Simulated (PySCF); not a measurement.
Species: C₆H₆F₂.
SMILES: `C(/C=C/C(=C)F)=C\F`

A linear-response calculation (PySCF, def2-SVPD basis, gas phase, vertical, core orbitals frozen in the response) gave these numbers; the functional is withheld.

Orbital energies (eV): HOMO-3 -12.15, HOMO-2 -11.39, HOMO-1 -9.68, HOMO -7.63, LUMO -0.63, LUMO+1 1.43, LUMO+2 1.58.

```json
{"state": "S1", "E (eV)": "4.93", "f": "1.112", "main configurations (H = HOMO, L = LUMO)": "H→L (98%)"}
{"state": "S2", "E (eV)": "6.25", "f": "0.0022", "main configurations (H = HOMO, L = LUMO)": "H→L+1 (90%)"}
{"state": "S3", "E (eV)": "6.41", "f": "0.0015", "main configurations (H = HOMO, L = LUMO)": "H-1→L (79%), H→L+3 (17%)"}
{"state": "S4", "E (eV)": "6.52", "f": "0.0027", "main configurations (H = HOMO, L = LUMO)": "H→L+2 (88%)"}
{"state": "S5", "E (eV)": "6.84", "f": "0.0022", "main configurations (H = HOMO, L = LUMO)": "H→L+3 (72%), H-1→L (16%)"}
{"state": "S6", "E (eV)": "6.94", "f": "0.0001", "main configurations (H = HOMO, L = LUMO)": "H→L+4 (86%)"}
```

Triplets, Tamm–Dancoff:

```csv
state,E (eV),λ (nm),"main configurations (H = HOMO, L = LUMO)"
T1,2.54,488.1,H→L (92%)
T2,4.11,301.9,"H-1→L (57%), H→L+3 (33%)"
T3,5.19,238.9,"H-2→L (39%), H→L+6 (23%), H-1→L+3 (16%)"
T4,6.16,201.2,H→L+1 (89%)
```

Vertical ionisation energy by ΔSCF with the same functional: 8.32 eV. Mean static polarisability: 91.9 au.

Problem. Which of these was used?
A. PBE
B. HF
C. B3LYP
D. CAM-B3LYP

Solution. D. CAM-B3LYP is range-separated, 19% exact exchange at short range and 65% at long range (ω = 0.33 bohr⁻¹). In this run −ε(HOMO) = 7.63 eV differs from the ΔSCF value by -0.69 eV, and S1 differs from the orbital gap of 7.00 eV by -2.07 eV. The ratio −ε(HOMO)/IP is 0.92. Usual ranges for neutral molecules in this basis: 0.85 to 0.93 with CAM-B3LYP, 0.5 to 0.7 with PBE, 0.67 to 0.83 with B3LYP; with Hartree–Fock the ratio is 1 or more (Koopmans' value less the relaxation energy is the ΔSCF value).

The calculation used PySCF 2.14.0, density-fitted response routines, TDDFT CAM-B3LYP/def2-SVPD, vertical, gas phase, core orbitals frozen in the response. The structure is a single PBE0-D3(BJ)/def2-SVP conformer in the gas phase; no vibrational or solvent corrections.

The values belong to the conformer `[CH2:1]=[C:2]([F:3])/[CH:4]=[CH:5]/[CH:6]=[CH:7]/[F:8]`: C1–C2–C4–C5 179°, C4–C5–C6–C7 179°.
